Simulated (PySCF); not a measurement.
Molfile (atoms numbered from 1):
```
H10NPSi3
     RDKit          3D

 15 14  0  0  0  0  0  0  0  0999 V2000
   -1.8807   -1.1733   -0.2443 Si  0  0  0  0  0  4  0  0  0  0  0  0
   -0.5506   -0.0613   -0.0417 N   0  0  0  0  0  0  0  0  0  0  0  0
   -0.7368    1.6014    0.4755 Si  0  0  0  0  0  4  0  0  0  0  0  0
    1.0186   -0.7081   -0.4053 Si  0  0  0  0  0  4  0  0  0  0  0  0
    2.5472    0.8997   -0.1694 P   0  0  0  0  0  0  0  0  0  0  0  0
   -3.1063   -0.4568    0.0844 H   0  0  0  0  0  0  0  0  0  0  0  0
   -1.6728   -2.3105    0.6540 H   0  0  0  0  0  0  0  0  0  0  0  0
   -1.8822   -1.6383   -1.6319 H   0  0  0  0  0  0  0  0  0  0  0  0
   -2.1679    1.8187    0.6621 H   0  0  0  0  0  0  0  0  0  0  0  0
   -0.1996    2.4887   -0.5563 H   0  0  0  0  0  0  0  0  0  0  0  0
   -0.0216    1.7729    1.7444 H   0  0  0  0  0  0  0  0  0  0  0  0
    1.2621   -1.8667    0.4666 H   0  0  0  0  0  0  0  0  0  0  0  0
    1.0640   -1.1560   -1.8037 H   0  0  0  0  0  0  0  0  0  0  0  0
    3.6116    0.0651   -0.4494 H   0  0  0  0  0  0  0  0  0  0  0  0
    2.7104    0.7326    1.1932 H   0  0  0  0  0  0  0  0  0  0  0  0
  1  2  1  0
  2  3  1  0
  2  4  1  0
  4  5  1  0
  1  6  1  0
  1  7  1  0
  1  8  1  0
  3  9  1  0
  3 10  1  0
  3 11  1  0
  4 12  1  0
  4 13  1  0
  5 14  1  0
  5 15  1  0
M  END
```

Geometry: GFN2-xTB; GIAO shifts from PySCF, gas phase, non-relativistic, averaged over equivalent atoms.

At BHandHLYP/pcSseg-1 (163 basis functions, 34 s wall time on 1 thread of an Intel Xeon Platinum 8488C, shared host):
```json
{"atoms": "Si4", "δ (ppm)": "-28.8"}
{"atoms": "Si1/Si3", "δ (ppm)": "-45.5"}
{"atoms": "N2", "δ (ppm)": "-12.9"}
{"atoms": "P5", "δ (ppm)": "-9.3"}
{"atoms": "H12/H13", "δ (ppm)": "5.04"}
{"atoms": "H6/H7/H8/H9/H10/H11", "δ (ppm)": "4.55"}
{"atoms": "H14/H15", "δ (ppm)": "1.14"}
```

δ = σ(ref) − σ, references computed at the same level: $^{29}$Si (356.35 ppm) and $^{1}$H (31.90 ppm) vs TMS; $^{15}$N (267.09 ppm) against NH3; PH3 for $^{31}$P (603.60 ppm).

What do these become at PBE0/pcSseg-1?

## Answers


| atoms | δ at PBE0/pcSseg-1 | change |
| --- | --- | --- |
| Si4 | -28.6 | +0.2 |
| Si1/Si3 | -43.1 | +2.4 |
| N2 | -12.0 | +0.9 |
| P5 | -301.5 | -292.2 |
| H12/H13 | 5.39 | +0.35 |
| H6/H7/H8/H9/H10/H11 | 4.84 | +0.29 |
| H14/H15 | 1.29 | +0.15 |

Shifts are taken against calculated references (same method and geometry level): TMS for $^{29}$Si (σref 349.16) and $^{1}$H (σref 31.72); $^{15}$N (σref 267.73) vs NH3; $^{31}$P (σref 318.38) vs H3PO4.

The largest change is at P5 (phosphorus bonded to Si, 2 H). Cost: 163 basis functions, 37 s wall time on 1 thread of an Intel Xeon Platinum 8488C, shared host.

Experimental scales use liquid or dissolved standards, which lie at an offset from isolated NH3 (liquid NH3: subtract about 20 ppm).
